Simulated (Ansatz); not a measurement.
Cost and result for the atomization energy of C$_{4}$H$_{7}$B (`BC(C)=C=C`) (12 atoms, 11 bonds).

Cartesian coordinates in Å:
```
B 0.7608 -1.4415 -0.6495
C -0.0809 -0.3267 -0.0158
C -1.4132 -0.5776 0.6471
C 0.4392 0.8807 -0.0822
C 0.9741 2.0594 -0.1604
H 0.3706 -2.5752 -0.6253
H 1.8060 -1.1805 -1.1653
H -1.3060 -1.3126 1.4486
H -1.8419 0.3330 1.0671
H -2.1221 -0.9934 -0.0733
H 1.6384 2.4254 0.6154
H 0.7750 2.7090 -1.0063
```

Total charge 0; spin multiplicity 1. All single points use the PBE0-D4/def2-TZVP geometry. Program: Ansatz. All runs use 4 threads of an Arm Neoverse V1 on a shared host. Times are those of one run each, without the atoms' runs, and a repeat can differ threefold. Electronic energies, without spin–orbit coupling; frozen cores. CCSD(T)/CBS adds CCSD(T) − MP2 in def2-TZVPP to the MP2 limit, and its time is that of the two runs behind it. T1 = 0.012. B3LYP takes the VWN-RPA correlation (the form of Gaussian; ORCA's B3LYP/G).

CCSD(T)/CBS is a level of theory with its own doubt, some kJ/mol a heavy atom from the limit and from the frozen cores, so smaller differences don't rank the functionals.

| level | functions | wall time |
| --- | --- | --- |
| PBE-D4/def2-TZVPP (with forces) | 253 | 2.1 s |
| PBE0-D4/def2-TZVPP | 253 | 2.2 s |
| B3LYP-D4/def2-TZVPP (with forces) | 253 | 3.7 s |
| r2SCAN-D4/def2-TZVPP (with forces) | 253 | 3.8 s |
| B2PLYP/def2-TZVPP | 253 | 4.4 s |
| ωB97X-V/def2-TZVPP | 253 | 6.5 s |
| ωB97M-V/def2-TZVPP (with forces) | 253 | 8.5 s |
| MP2/def2-QZVPP | 495 | 19 s |
| CCSD(T)/def2-TZVPP | 253 | 100 s |
| CCSD(T)/CBS(def2) | – | 120 s |

Task: What atomization energy does each give, and how far from CCSD(T)/CBS? (Best estimate.)

Result: Ansatz gave: 
```tsv
level	atomization (kJ/mol)	difference from CCSD(T)/CBS	per bond
PBE-D4/def2-TZVPP (with forces)	5067.5	156.3	14.2
PBE0-D4/def2-TZVPP	4988.5	77.3	7.0
B3LYP-D4/def2-TZVPP (with forces)	4960.3	49.1	4.5
r2SCAN-D4/def2-TZVPP (with forces)	4968.0	56.8	5.2
B2PLYP/def2-TZVPP	4905.7	-5.5	-0.5
ωB97X-V/def2-TZVPP	4929.8	18.6	1.7
ωB97M-V/def2-TZVPP (with forces)	4950.5	39.3	3.6
MP2/def2-QZVPP	4948.4	37.2	3.4
CCSD(T)/def2-TZVPP	4807.8	-103.4	-9.4
CCSD(T)/CBS(def2)	4911.2	0.0	0.0
```

From PBE to PBE0 (25 % exact exchange), in def2-TZVPP and without D4, the atomization energy moves by −75.8 kJ/mol: exact exchange takes away binding that semilocal exchange gives to molecules. In def2-TZVPP, CCSD(T) changes the Hartree–Fock value by +1063.9 kJ/mol (the triples alone add +70.9 kJ/mol) and MP2 by +1143.9 kJ/mol; breaking electron pairs costs correlation energy, which Hartree–Fock lacks. The D4 term adds +33.3 kJ/mol with B3LYP and +17.6 kJ/mol with PBE0; it sums over pairs of atoms, weighted by their polarisabilities, and B3LYP, whose exchange is more repulsive, gets the larger term.
